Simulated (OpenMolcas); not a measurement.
**Multiconfigurational calculation on Pt4+**

Pt4+ among 8 point charges of -1.2 e arranged as a cube (Oh), 1.82 Å from the ion. With inversion symmetry the input lists one of each pair of outer charges.

Input:

```
&GATEWAY
Coord
1

Pt 0.0 0.0 0.0
Basis=ANO-RCC-VTZP
Group=XYZ
NoMove
AngMom=0.0 0.0 0.0
AMFI
XField
4 Angstrom 0
1.050777 1.050777 1.050777 -1.200000
1.050777 1.050777 -1.050777 -1.200000
1.050777 -1.050777 1.050777 -1.200000
1.050777 -1.050777 -1.050777 -1.200000
&SEWARD
&RASSCF
FileOrb=start.orb
Symmetry=1
Spin=5
nActEl=6 0 0
Inactive=15 19
Ras2=5 0
CIRoot=5 5 1
SDav=5
CIMx=300
Iter=120 100
PrWF=0.3
OrbListing=Nothing
MaxOrb=0
>>> COPY $Project.JobIph JOB001
&RASSCF
FileOrb=start.orb
Symmetry=1
Spin=3
nActEl=6 0 0
Inactive=15 19
Ras2=5 0
CIRoot=45 45 1
SDav=45
CIMx=300
Iter=120 100
PrWF=0.3
OrbListing=Nothing
MaxOrb=0
>>> COPY $Project.JobIph JOB002
&RASSCF
FileOrb=start.orb
Symmetry=1
Spin=1
nActEl=6 0 0
Inactive=15 19
Ras2=5 0
CIRoot=50 50 1
SDav=50
CIMx=300
Iter=120 100
PrWF=0.3
OrbListing=Nothing
MaxOrb=0
>>> COPY $Project.JobIph JOB003
&RASSI
NrOfJobIphs=3 5 45 50
1 2 3 4 5
1 2 3 4 5 6 7 8 9 10 11 12 13 14 15 16 17 18 19 20 21 22 23 24 25 26 27
28 29 30 31 32 33 34 35 36 37 38 39 40 41 42 43 44 45
1 2 3 4 5 6 7 8 9 10 11 12 13 14 15 16 17 18 19 20 21 22 23 24 25 26 27
28 29 30 31 32 33 34 35 36 37 38 39 40 41 42 43 44 45 46 47 48 49 50
IphNames
JOB001
JOB002
JOB003
EJob
SpinOrbit
DIPRint=1.0
SOCoupling=1000.0
Subsets=2
Property=9
'ANGMOM' 1 'ANGMOM' 2 'ANGMOM' 3 'MLTPL  1' 1 'MLTPL  1' 2 'MLTPL  1' 3
'AMFI' 1 'AMFI' 2 'AMFI' 3
SOProperty=3
'ANGMOM' 1 'ANGMOM' 2 'ANGMOM' 3
```

A driver script runs the steps one by one and writes start.orb anew before each from the orbitals found so far.

Output, cut to the results:

```
--- SEWARD ---
Basis set label: PT.ANO-RCC...8S7P5D3F1G.

      Electronic valence basis set:
      ------------------
      Associated Effective Charge  78.000000 au
      Associated Actual Charge     78.000000 au
      Nuclear Model: Point charge

      Shell  nPrim  nBasis  Cartesian Spherical Contaminant
         s      24       8        X
         p      21       7        X
         d      15       5                 X
         f      11       3                 X
         g       4       1                 X
                  Relativistic Douglas-Kroll-Hess integrals:
                    - DKH order of Hamiltonian: 2
                    - DKH order of Properties : 0
                  Atomic mean-field integrals
--- RASSCF ---
Wave function specifications:
      -----------------------------

      Number of closed shell electrons          68
      Number of electrons in active shells       6
      Max number of holes in RAS1 space          0
      Max nr of electrons in RAS3 space          0
      Number of inactive orbitals               34
      Number of active orbitals                  5
      Number of secondary orbitals              45
      Spin quantum number                      2.0
      State symmetry                             1
Orbital specifications:
      -----------------------

      Symmetry species                           1   2
                                                ag  au
      Frozen orbitals                            0   0
      Inactive orbitals                         15  19
      Active orbitals                            5   0
      RAS1 orbitals                              0   0
      RAS2 orbitals                              5   0
      RAS3 orbitals                              0   0
      Secondary orbitals                        22  23
      Deleted orbitals                           0   0
      Number of basis functions                 42  42
      Number of CSFs                             5
      Number of root(s) required                 5
      Iter CI   SX   CI       RASSCF       Energy    max ROT     max BLB   max BLB  Level Ln srch  Step   QN
          iter iter root      energy       change     param      element    value   shift minimum  type update
 Nr of preliminary CI iterations:   1
      Total energies have been shifted. Add               -18000.00 au
        1   1   10    0  -403.13582341    0.00E+00   1.93E-01*  16  24 1  4.48E-01*  0.00   0.00    SX    NO
        2   1   11    0  -403.51608806   -3.80E-01* -3.38E-02   17  23 2  1.77E-01*  0.08   0.00    SX    NO
        3   1   10    0  -403.54689603   -3.08E-02*  2.06E-02   11  37 2 -1.08E-01*  0.02   0.00    SX    NO
        4   1   10    0  -403.55505534   -8.16E-03*  1.31E-02   11  37 2  6.68E-02*  0.07   0.00    SX    NO
        5   1   10    0  -403.55848912   -3.43E-03*  5.07E-03   11  37 2 -4.39E-02*  0.04   0.61    QN   YES
        6   1    7    0  -403.56098056   -2.49E-03*  8.20E-05   13  39 2 -1.25E-03*  0.05   1.03    QN   YES
        7   1    5    0  -403.56098232   -1.76E-06*  8.59E-06    9  28 2  3.47E-05   0.05   1.00    QN   YES
        8   1    4    0  -403.56098232   -8.80E-10   7.97E-07   19  25 2  3.59E-06   0.05   0.98    QN   YES
      Convergence after  8 iterations
        9   1    4    0  -403.56098232    1.46E-11   7.97E-07   18  24 2  3.20E-07   0.05   0.98    QN   YES
      Natural orbitals and occupation numbers for root  1
      sym 1:   1.000000   1.000000   2.000000   1.000000   1.000000
      Natural orbitals and occupation numbers for root  2
      sym 1:   1.000000   1.000000   1.000000   1.000000   2.000000
      Natural orbitals and occupation numbers for root  3
      sym 1:   1.000000   2.000000   1.000000   1.000000   1.000000
::    RASSCF root number  1 Total energy: -18403.58189393
::    RASSCF root number  2 Total energy: -18403.58189393
::    RASSCF root number  3 Total energy: -18403.54704125
::    RASSCF root number  4 Total energy: -18403.54704125
::    RASSCF root number  5 Total energy: -18403.54704125
--- RASSCF ---
Wave function specifications:
      -----------------------------

      Number of closed shell electrons          68
      Number of electrons in active shells       6
      Max number of holes in RAS1 space          0
      Max nr of electrons in RAS3 space          0
      Number of inactive orbitals               34
      Number of active orbitals                  5
      Number of secondary orbitals              45
...
--- RASSI ---
SPIN-FREE ENERGIES:
  (Shifted by EMIN (a.u.) =     -18403.5818939320)

 SF State       Relative EMIN(au)   Rel lowest level(eV)    D:o, cm**(-1)      L_eff

     1             0.0000000000        0.0000000000              0.0000         2.0
     2             0.0000000000        0.0000000000              0.0000         2.0
     3             0.0348526816        0.9483897794           7649.2794         2.0
     4             0.0348526816        0.9483897794           7649.2794         2.0
     5             0.0348526816        0.9483897794           7649.2794         2.0
     6             0.0683397205        1.8596185305          14998.8350         4.2
     7             0.0683397205        1.8596185305          14998.8350         4.2
     8             0.0683397205        1.8596185305          14998.8350         4.2
     9             0.0909427345        2.4746778749          19959.6231         4.9
    10             0.0909427345        2.4746778749          19959.6231         4.9
    11             0.0978271861        2.6620133477          21470.5856         3.7
    12             0.0978271861        2.6620133477          21470.5856         3.7
    13             0.0978271861        2.6620133477          21470.5856         3.7
    14             0.1002549864        2.7280771593          22003.4262         4.1
    15             0.1002549864        2.7280771593          22003.4262         4.1
    16             0.1002549864        2.7280771593          22003.4262         4.1
    17             0.1063076849        2.8927794751          23331.8400         3.0
    18             0.1086606454        2.9568067928          23848.2551         4.0
    51             0.1143019956        3.1103157522          25086.3884         5.0
    52             0.1143019956        3.1103157522          25086.3884         5.0
    53             0.1143019956        3.1103157522          25086.3884         5.0
...
```

Spin-orbit levels above the lowest (labels of O, the rotations of Oh):

```json
{"E (cm-1)": "0.0", "Degeneracy": "1", "Label": "A1", "2S+1": "5 (84 %)"}
{"E (cm-1)": "232.7", "Degeneracy": "2", "Label": "E", "2S+1": "5 (79 %)"}
{"E (cm-1)": "383.6", "Degeneracy": "3", "Label": "T1", "2S+1": "5 (84 %)"}
{"E (cm-1)": "1234", "Degeneracy": "3", "Label": "T2", "2S+1": "5 (77 %)"}
{"E (cm-1)": "5445", "Degeneracy": "1", "Label": "A2", "2S+1": "5"}
{"E (cm-1)": "7945", "Degeneracy": "3", "Label": "T2", "2S+1": "5 (75 %)"}
{"E (cm-1)": "9047", "Degeneracy": "2", "Label": "E", "2S+1": "5 (60 %)"}
{"E (cm-1)": "11575", "Degeneracy": "3", "Label": "T1", "2S+1": "5 (88 %)"}
{"E (cm-1)": "11701", "Degeneracy": "3", "Label": "T2", "2S+1": "5 (66 %)"}
{"E (cm-1)": "14549", "Degeneracy": "3", "Label": "T1", "2S+1": "5 (81 %)"}
{"E (cm-1)": "14568", "Degeneracy": "1", "Label": "A1", "2S+1": "5 (76 %)"}
{"E (cm-1)": "15564", "Degeneracy": "3", "Label": "T2", "2S+1": "3 (61 %)"}
{"E (cm-1)": "18024", "Degeneracy": "2", "Label": "E", "2S+1": "3 (75 %)"}
{"E (cm-1)": "19167", "Degeneracy": "3", "Label": "T1", "2S+1": "3 (78 %)"}
{"E (cm-1)": "19262", "Degeneracy": "1", "Label": "A1", "2S+1": "3 (74 %)"}
{"E (cm-1)": "22509", "Degeneracy": "2", "Label": "E", "2S+1": "3 (63 %)"}
{"E (cm-1)": "22668", "Degeneracy": "3", "Label": "T2", "2S+1": "3 (71 %)"}
{"E (cm-1)": "23420", "Degeneracy": "3", "Label": "T1", "2S+1": "3"}
{"E (cm-1)": "24145", "Degeneracy": "3", "Label": "T2", "2S+1": "3 (84 %)"}
{"E (cm-1)": "24494", "Degeneracy": "2", "Label": "E", "2S+1": "3 (72 %)"}
```

An orbital doublet at a regular site is open to a Jahn-Teller distortion, which this geometry leaves out. Without dynamic correlation the repulsion within the d shell is too large (B by tens of per cent), so at a given field states of lower spin stand too high. Point charges give a weaker field than real ligands, and real ions of this kind are as a rule low spin; the high spin found here belongs to the model. This is an electrostatic model: the charges have no orbitals. No measured value stands beside these numbers.
